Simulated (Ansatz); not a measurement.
Task: Name a neutral molecule of C, Ga and H with HOMO–LUMO gap (PBE/def2-TZVPP) between 4.05 and 4.35 eV and HOMO energy (B3LYP/def2-TZVPP) between -7.80 and -7.50 eV (Ansatz, PBE0-D4/def2-TZVP geometry).

Result: `C#[C][Ga]([CH3])[C]#C` (4.18 eV, -7.70 eV). Other molecules can fit too; these were computed, each in one conformer that needn't be the lowest.

B3LYP here is the variant with VWN-RPA as its local correlation; programs differ in this.
